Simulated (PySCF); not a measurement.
These 2 structures share the formula C2H9B2N. Method used: PySCF, PBE0-D3(BJ)/def2-SVP geometry optimisation, gas phase. Energies are electronic, without zero-point or thermal terms, for one conformer each. No frequencies were run at this level. Point groups hold within 0.08 Å.

Question: Order them by energy at this level, lowest first, and give relative energies in kcal/mol.
A. `[BH2:1][N:2]([BH2:3])[CH2:4][CH3:5]` with B1–N2–C4–C5 90°
B. `[BH2:1][NH:2][BH:3][CH2:4][CH3:5]` with B1–N2–B3–C4 -179°, N2–B3–C4–C5 -1°

Answer: B (0.0), A (16.8).

As drawn, the lower has an N–H bond, which the higher lacks.

```json
{"SMILES": "BNBCC", "E (Eh)": "-185.77713", "E rel (kcal/mol)": "0.0", "dipole (D)": "1.74", "point group": "–", "A, B, C (MHz)": "12864, 2569, 2199"}
{"SMILES": "BN(B)CC", "E (Eh)": "-185.75040", "E rel (kcal/mol)": "16.8", "dipole (D)": "1.65", "point group": "Cs", "A, B, C (MHz)": "7757, 3949, 3089"}
```

Question: How do the relative energies change in single points at PBE0/pcSseg-1 (no added dispersion term) on the same geometries?

Answer: 
```json
{"SMILES": "BNBCC", "PBE0-D3(BJ)/def2-SVP (kcal/mol)": "0.0", "PBE0/pcSseg-1 (kcal/mol)": "0.0", "shift": "0.0"}
{"SMILES": "BN(B)CC", "PBE0-D3(BJ)/def2-SVP (kcal/mol)": "16.8", "PBE0/pcSseg-1 (kcal/mol)": "16.6", "shift": "-0.2"}
```

Each column counts from its own lowest isomer. The order is unchanged; the largest shift is 0.2 kcal/mol.
